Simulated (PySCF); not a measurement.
Coordinates in bohr (charge 0 multiplicity 3):
```
Pr    0.0000    0.0000    0.0000
H     3.8743    0.0000    0.0000
H    -1.9372    3.3553    0.0000
H    -1.9371   -3.3553    0.0000
```

Computed with UPBE0/[Pr def2-SVP with ECP28, H def2-SVP], scalar-relativistic core potentials, density fitting, no spin–orbit coupling, PySCF.

This geometry of PrH₃ is a stationary point at this level.

(1) What is the point group?

(2) Is it a minimum?

(3) Which band is strongest in the infrared?

(4) Give the atomic charges and bond orders.

## Answers

(1) D3h.

(2) No: it has 1 imaginary mode, at 269i cm⁻¹.

(3) 1346 cm⁻¹, 1253 km/mol.

(4) 
```tsv
atom	Mulliken	Löwdin	polar tensor	spin (Mulliken)	Mayer order to Pr1
Pr1	0.98	0.72	1.73	2.07	–
H2,4	-0.33	-0.24	-0.60	-0.02	0.88
H3	-0.32	-0.24	-0.53	-0.02	0.88
```

The spin densities have lower symmetry than the nuclear frame, so modes carry no symmetry labels and degenerate sets may split. This need not be the most stable arrangement of these atoms. Open d and f shells are described by one determinant, and the ground state may have another occupation or spin. The pruned grid is coarse for the open f shell: energies are uncertain by about 2 kJ/mol and soft modes are noisy. At this level a triplet minimum of C3v symmetry lies 8 kJ/mol below this structure. No spin–orbit coupling is included, which matters more the heavier the element.
